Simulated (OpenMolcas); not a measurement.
A calculation on Tm+.

```
Program             : OpenMolcas 26.06
Method              : CASSCF
Basis               : ANO-RCC-VTZP [8s7p5d3f2g1h]
Scalar Hamiltonian  : DKH2, point nucleus
Active space        : 14 electrons in 8 orbitals (4f 6s)
State averaging     : 2S+1 = 3 odd, 7 roots; 2S+1 = 1 odd, 7 roots kept (CI in the orbitals of an earlier block)
Spin-orbit coupling : state interaction with AMFI integrals over the reference wave functions, term energies averaged over their components
```

(1) Which level of the active space comes out lowest?

(2) How high does 4f13 6s 3F* 2 lie?

(3) The level at 319 cm-1 has J = 3. What is it made of, and what is its g factor?

Measured values: NIST Handbook of Basic Atomic Spectroscopic Data.

Results:

(1) 4f13 6s 3F* 4, with 100 % of that term; it is also the measured ground level.

(2) 8853 cm-1 above the lowest level; measured 8770 cm-1 above the ground level, so the calculation is off by +1 %.

(3) 54 % 4f13 6s 1F* 3, 46 % 4f13 6s 3F*; g = 1.038, against 1.000 from Landé's formula for the pure leading term.

Without dynamic correlation excited terms often stand tens of per cent too high (terms of higher spin than the ground term too low), and those without a measured partner can miss by more than the paired ones. Terms from blocks run as CI alone lack orbitals of their own. Measured partners are found by configuration, term and J. A level has none where our copy of the source lacks it or the pairing is in doubt (some pairs that miss far off the trend of their configuration count as doubtful), and it then counts in no deviation. Where the source uses jj or jK labels, the order within each J decides. Only configurations of the active space appear.

* marks odd parity.
